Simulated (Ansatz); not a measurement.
Relaxation of AlH₅NSi₂ (9 atoms, charge 1, multiplicity 1), to a largest force component of 0.015 eV/Å in at most 40 steps.

Method: Ansatz, RKS B3LYP-D4/6-31G*.

```xyz
9
Properties=species:S:1:pos:R:3:forces:R:3
Si -0.638 1.489 -1.636 -0.17 0.38 -0.35
Al -0.041 0.043 0.222 0.30 -0.60 0.30
N 0.727 -1.504 0.842 -0.46 0.63 1.10
Si 0.273 -0.951 2.437 0.14 -0.06 -1.05
H -1.521 0.695 -2.521 0.00 -0.09 0.07
H -1.333 2.679 -1.096 0.02 -0.04 0.07
H 0.620 1.855 -2.327 0.06 -0.06 0.09
H 1.209 -2.369 0.623 0.12 -0.12 -0.45
H 0.704 -1.938 3.456 -0.01 -0.03 0.22
```

Problem. Where does it end, and by what steps?

Solution. The forces met the threshold. Limits of this set-up: the dipole of an ion depends on the origin. After 6 steps the energy has fallen by 0.076 eV; H9 moved furthest, 0.17 Å.

| step | energy less start (eV) | largest force component (eV/Å) | accepted |
| --- | --- | --- | --- |
| 0 | 0.0000 | 1.101 | yes |
| 1 | -0.0448 | 0.794 | yes |
| 2 | -0.0619 | 0.382 | yes |
| 3 | -0.0696 | 0.240 | yes |
| 4 | -0.0574 | 0.297 | no |
| 5 | -0.0757 | 0.050 | yes |
| 6 | -0.0759 | 0.010 | yes |

```xyz
9
Properties=species:S:1:pos:R:3
Si -0.645 1.498 -1.647
Al -0.005 -0.020 0.183
N 0.749 -1.551 0.854
Si 0.279 -0.945 2.380
H -1.540 0.706 -2.521
H -1.325 2.646 -1.010
H 0.624 1.872 -2.312
H 1.230 -2.392 0.533
H 0.633 -1.814 3.540
```

Run time: 33 s on 1 thread of Arm Neoverse V1 (shared host), peak memory 0.17 GiB.
